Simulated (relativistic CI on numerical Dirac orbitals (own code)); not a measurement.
Co XXVI: q coefficients and field-shift factors

Method of calculation: Dirac-Coulomb-Breit CI, separate exchange-only KLI orbitals for each configuration, derivatives by finite differences, unscaled Slater integrals, QED left out (own radial code, finite nucleus).

Configurations in the expansion: 1s2, 1s 2s, 1s 2p. Levels of other configurations are missing.

With x = (α/α₀)² − 1 an excitation energy changes as ω = ω₀ + qx; K = 2q/ω₀ is the relative enhancement. Terms are leading LS components, so labels can repeat. The field-shift factor is F = δν/δ⟨r²⟩ for the transition from the lowest level.

Lowest level 1s2 1S_0.

```json
{"Level": "1s 2s 3S_1", "ω₀ (cm⁻¹)": "57875137", "q (cm⁻¹)": "461200", "F (GHz/fm²)": "-858"}
{"Level": "1s 2p 3P°_0", "ω₀ (cm⁻¹)": "58125253", "q (cm⁻¹)": "493800", "F (GHz/fm²)": "-989"}
{"Level": "1s 2s 1S_0", "ω₀ (cm⁻¹)": "58142953", "q (cm⁻¹)": "482300", "F (GHz/fm²)": "-862"}
{"Level": "1s 2p 3P°_1", "ω₀ (cm⁻¹)": "58143139", "q (cm⁻¹)": "493400", "F (GHz/fm²)": "-989"}
{"Level": "1s 2p 3P°_2", "ω₀ (cm⁻¹)": "58283823", "q (cm⁻¹)": "656100", "F (GHz/fm²)": "-990"}
{"Level": "1s 2p 1P°_1", "ω₀ (cm⁻¹)": "58438147", "q (cm⁻¹)": "639100", "F (GHz/fm²)": "-986"}
```

At this charge energies of transitions that change n are usually good to better than 1 %, and those within a shell (Δn = 0) to a few per cent.

Which transition from the lowest level has the largest |K|?

1s 2p 3P°_2 at 58283823 cm⁻¹, K = 0.0225.
